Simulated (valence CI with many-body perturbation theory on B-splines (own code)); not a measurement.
# Run record, La²⁶⁺

Computed by relativistic CI+MBPT: three valence electrons over a frozen Dirac-Fock core [Ar] 3d10, a basis of 6 s, 6 p, 5 d, 3 f, 1 g functions for each j, with the one-electron correlation potential Σ1 (screened to all orders), the two-electron term Σ2, the three-electron term Σ3, Breit, model QED; selected single and double excitations, second order for the rest (own B-spline code, finite nucleus).

Command, and the settings that its task file holds:

```sh
python run_cv.py task.json out
```

```
atom La  Z=57  mass_number=139  rms_radius_fm=4.8550
core [Ar] 3d10
valence 4s2 4p1
avg = 1
basis = S
breit = 1
cap = 10000
capref = 1200
cscale = 1
de = 0.0
dress = 0
eps = 2e-08
h = 0.27
hh = 1
l2 = 3
lcore = 6
maxit = 1
n2 = 5
natural = 1
nlev = 20
nno = [3, 3, 3, 2, 1]
nroot = 26
nsp = [3, 3, 2, 1, 0]
pt2 = 1
qed = 1
rpa = 1
s1 = 1
s2 = 1
s3 = 1
screen = 1
tol = 2e-05
```

It took 70 s on 1 thread of Intel(R) Xeon(R) Processor @ 2.50GHz (Skylake/Cascade Lake), on a shared host.

Log. The first blocks belong to the next ion, which gives the ionisation energy. Fields: 2J, parity (1 odd), roots, reference size, generating configurations, candidates as configurations/state functions, variational space P, stored matrix elements, Davidson steps; e2 is the range of second-order energies in hartree. The first line gives the box (bohr), its intervals, the orbitals and the steps of their self-consistent field. Window is the range of levels sought, series limit the energy at which the first omitted orbital would enter, core excitation an estimate of the first excitation out of the core, left out the lowest levels not solved, and shifts from estimates the range by which levels moved from their first estimate, all in cm⁻¹.

```
rmax 4.2 intervals 58 orbitals 36 references ['4s2 4p', '4s 4p2', '4s2 4d', '4p3', '4s 4p 4d'] scf 3 t 2.4
2J=0 par=0 roots 2 ref 15 generators 4 cand 92/92 P 105/105 nnz 0 it 0
2J=0 par=0 roots 2 ref 15 generators 7 cand 2/2 P 107/107 nnz 0 it 0
   second order: generators 8 cand 0/0 e2 -0.00000 -0.00000
reference levels 438, estimated 49, window 1455067 1/cm; series limit 3904202, core excitation 5985198
2J=1 par=1 roots 4 ref 33 generators 9 cand 609/923 P 835/1228 nnz 0 it 0
2J=1 par=1 roots 4 ref 33 generators 14 cand 690/1054 P 981/1449 nnz 0 it 1
   second order: generators 20 cand 684/1044 e2 -0.00000 -0.00000
2J=3 par=1 roots 6 ref 53 generators 14 cand 626/1431 P 1058/2135 nnz 0 it 1
2J=3 par=1 roots 6 ref 53 generators 17 cand 773/1750 P 1182/2423 nnz 0 it 1
   second order: generators 25 cand 649/1462 e2 -0.00000 -0.00000
2J=1 par=0 roots 4 ref 35 generators 11 cand 754/1128 P 758/1107 nnz 0 it 0
2J=1 par=0 roots 4 ref 35 generators 16 cand 771/1183 P 967/1408 nnz 0 it 1
   second order: generators 19 cand 562/882 e2 -0.00000 -0.00000
2J=3 par=0 roots 5 ref 55 generators 12 cand 849/1896 P 898/1788 nnz 0 it 1
2J=3 par=0 roots 5 ref 55 generators 17 cand 918/2088 P 1105/2218 nnz 0 it 1
   second order: generators 23 cand 906/2070 e2 -0.00000 -0.00000
2J=5 par=0 roots 4 ref 57 generators 12 cand 887/2278 P 857/1769 nnz 0 it 1
2J=5 par=0 roots 4 ref 57 generators 17 cand 999/2671 P 1071/2276 nnz 0 it 1
   second order: generators 23 cand 980/2598 e2 -0.00001 -0.00000
2J=5 par=1 roots 5 ref 49 generators 9 cand 876/2295 P 1103/2421 nnz 0 it 1
2J=5 par=1 roots 5 ref 49 generators 18 cand 753/1997 P 1231/2764 nnz 1.2e+06 it 1
   second order: generators 25 cand 810/2086 e2 -0.00000 -0.00000
2J=7 par=1 roots 2 ref 36 generators 4 cand 732/1892 P 810/1733 nnz 0 it 1
2J=7 par=1 roots 2 ref 36 generators 13 cand 875/2281 P 973/2126 nnz 0 it 1
   second order: generators 17 cand 712/1888 e2 -0.00001 -0.00000
2J=9 par=1 roots 1 ref 19 generators 1 cand 390/892 P 306/610 nnz 0 it 0
2J=9 par=1 roots 1 ref 19 generators 4 cand 694/1591 P 428/880 nnz 0 it 0
   second order: generators 7 cand 732/1652 e2 -0.00000 -0.00000
left out: unestimated 2115609, estimated 1542826, shifts from estimates 0 to 11
operators 6.9
```

The Davidson iterations stopped at their limit. The settings are bad on purpose, so the numbers may not be properties of the ion.

The last digits are not significant, and no measured levels were compared; by estimate large intervals hold to a few tenths of a per cent, small ones and those within an open d or f shell to about a per cent.

```yaml
Valence_energy: -108.2209 hartree
Ionisation_energy: "906.66 eV (NIST: 906 ± 4 eV (theoretical))"
Reference_configurations_for_the_orbitals: 4s2 4p, 4s 4p2, 4s2 4d, 4p3, 4s 4p 4d
Radial_orbitals: 36
Box_radius: 4.245 bohr
Largest_variational_space: 2764
Lowest_levels: (4s^2 4p1/2) J=1/2 0.00, (4s^2 4p3/2) J=3/2 23.57, (4s 4p1/2^2) J=1/2 56.09, (4s 4p1/2 4p3/2) J=3/2 [a] 72.74, (4s 4p1/2 4p3/2) J=5/2 77.71, (4s 4p1/2 4p3/2) J=3/2 [b] 85.59, (4s 4p1/2 4p3/2) J=1/2 89.20, (4s 4p3/2^2) J=5/2 99.69, (4s 4p3/2^2) J=1/2 112.81, (4s 4p3/2^2) J=3/2 113.46, (4s^2 4d3/2) J=3/2 126.27, (4s^2 4d5/2) J=5/2 130.40, (4p1/2^2 4p3/2) J=3/2 144.36, (4p1/2 4p3/2^2) J=3/2 162.92 eV
```

Levels are named by their leading jj configuration (3d3/2^4 stands for four electrons in 3d with j = 3/2), which in mixed levels can hold well under half, so a name can repeat and another be missing. Letters in brackets count levels of one name in rising energy.
